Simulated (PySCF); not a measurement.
C4H6Si, SMILES C#C/C=C\[SiH3], singlet at its GFN2-xTB optimised geometry (Å):

```
11

C      2.1495     1.1176     0.0043
C      1.4183     0.1640     0.0013
C      0.6190    -0.9959     0.0000
C     -0.7165    -0.9959     0.0000
Si    -1.8363     0.5139     0.0000
H      2.7709     1.9631     0.0044
H      1.1840    -1.9243    -0.0016
H     -1.2067    -1.9631    -0.0025
H     -2.5924     0.5212    -1.2573
H     -1.0623     1.7448     0.1324
H     -2.7709     0.3780     1.1226
```

Calculation: CAM-B3LYP/def2-TZVP (PySCF). Cells within 0.4 Å of a nucleus heavier than hydrogen are left out (blank, or x).

Map of the electrostatic potential (hartree/e), clipped to [-0.08, 0.12] on the plane z = 0.0 Å:

```
|11111111111111111111222222222|
|11111111111111111111222222222|
|11111111111111111112222222222|
|11111111111111111112222222222|
|11111111111111111112233333222|
|11111111111111111112344443322|
|11112222212221111112478754322|
|11122222234642100124899974322|
|11122345569994100148999994322|
|11123479999997100299999984322|
|11123699999996100499x99953222|
|1112389999999522499xxx9932211|
|11123999xx9997469999999521111|
|11123999xx9999799xx9996200111|
|11123799999999999xx9951000111|
|11123599999999999999930000011|
|111224799999x99xx999720000111|
|11222346799xxx9xx999421101111|
|11222334599999999999421111111|
|11222233599999999999532111111|
|12222233599998699999532211111|
|12222223489995459998432211111|
|12222223356643334664322211111|
|12222222333333233333322221111|
|11222222223222222222222221111|
|11222222222222222222222211111|
|11222222222222222222222211111|
|11122222222222222222222211111|
|11112222222222222222222111111|
```
Scale: ten equal steps from -0.026 (start of '0') to 0.120 (end of '9'), in the order '0123456789'; x runs from -5.00 to 5.00, y from -5.00 (bottom) to 5.00 (top).
